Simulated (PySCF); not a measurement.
Ti(I)2(NH2)2 (H4I2N2Ti), SMILES [I][Ti]([NH2])([NH2])[I], multiplicity 1.

Geometry: B3LYP-D3(BJ)/def2-SVP. The spin state was assumed, not searched. The def2 effective core potentials stand for the cores of I; spin–orbit coupling is left out. One conformer was computed; it need not be the lowest.

All values below come from PBE/def2-TZVP (PySCF).

Symmetry labels are those of the subgroup Cs that the program uses (full group Cs).

Computed valence orbital energies around the gap with their symmetry:
```csv
orbital,symmetry,energy (eV)
HOMO−7,A',-7.68
HOMO−6,A",-7.34
HOMO−5,A",-7.28
HOMO−4,A',-7.25
HOMO−3,A',-6.81
HOMO−2,A',-6.49
HOMO−1,A",-6.40
HOMO,A",-6.05
LUMO,A",-3.48
LUMO+1,A',-3.28
LUMO+2,A",-2.52
LUMO+3,A',-2.42
```
